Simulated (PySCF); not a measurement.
A PySCF script (with the pyscf-properties extension) for the NMR shieldings of SMILES [SiH3][SiH2]P[SiH2]N([SiH3])[SiH3], H14NPSi5, on a GFN2-xTB geometry:

```python
import basis_set_exchange as bse
import numpy as np
from pyscf import gto, dft
from pyscf.prop import nmr

atoms = """
Si    3.610578    0.753369   -0.491462
Si    2.768759   -1.269707    0.280487
P     0.796338   -1.138962    1.313778
Si   -0.441758   -0.462735   -0.396949
N    -1.973240    0.125742    0.155372
Si   -2.280213    0.375875    1.859708
Si   -3.182518    0.359585   -1.079743
H     3.182729    1.077711   -1.856664
H     3.209859    1.893418    0.342281
H     5.075561    0.757834   -0.514090
H     3.649508   -1.916521    1.266514
H     2.577772   -2.255672   -0.794045
H     1.011048    0.114686    1.844140
H    -0.626286   -1.638087   -1.255298
H     0.202673    0.599647   -1.188045
H    -2.057463   -0.870244    2.589636
H    -1.388723    1.441135    2.330717
H    -3.673797    0.797857    1.963466
H    -3.734255   -0.941695   -1.461689
H    -2.526077    0.980694   -2.229028
H    -4.209415    1.233015   -0.524855
"""
names = dict.fromkeys(["Si", "P", "N", "H"], "pcSseg-1")
basis = {el: gto.basis.parse(bse.get_basis(n, elements=[el], fmt="nwchem")) for el, n in names.items()}
mol = gto.M(atom=atoms, basis=basis, charge=0, verbose=0)
mf = dft.RKS(mol, xc="PBE0")
mf.grids.level = 2
mf.grids.alignment = dft.numint.BLKSIZE   # the property module wants whole blocks of grid points
mf.conv_tol = 1e-9
mf.kernel()

calc = nmr.RKS(mf)   # GIAO
C = mf.mo_coeff
Co = C[:, mf.mo_occ > 0]
resp = mf.gen_response(singlet=True, hermi=2)
def vind(x):   # induced exchange potential for any number of trial vectors
    d = np.einsum("pi,xij,qj->xpq", C, 2 * x.reshape(-1, C.shape[1], Co.shape[1]), Co, optimize=True)
    return np.einsum("xpq,pi,qj->xij", resp(d - d.transpose(0, 2, 1)), C, Co, optimize=True).ravel()
mo1, _ = nmr.rhf.solve_mo1(calc, with_cphf=vind)
sigma = calc.kernel(mo1)
for i, s in enumerate(sigma):   # ppm
    print("%2d %-2s %9.2f" % (i, mol.atom_pure_symbol(i), np.trace(s) / 3))
```

Question: What are the results?

Answer: 
```
 0 Si    459.68
 1 Si    447.68
 2 P     633.93
 3 Si    378.60
 4 N     282.76
 5 Si    396.55
 6 Si    393.14
 7 H      27.98
 8 H      28.30
 9 H      28.12
10 H      27.49
11 H      27.81
12 H      31.02
13 H      26.70
14 H      26.29
15 H      26.48
16 H      26.97
17 H      27.04
18 H      26.92
19 H      27.01
20 H      26.94
```

These numbers come from an equivalent density-fitted implementation of the same equations, which agrees with the script to about 0.01 ppm for H and up to a few tenths of a ppm for heavy atoms, so last digits may differ.

Size and cost of the density-fitted run: 231 basis functions, 97 s wall time on 1 thread of an Arm Neoverse N1, shared host; peak memory 1 GiB.
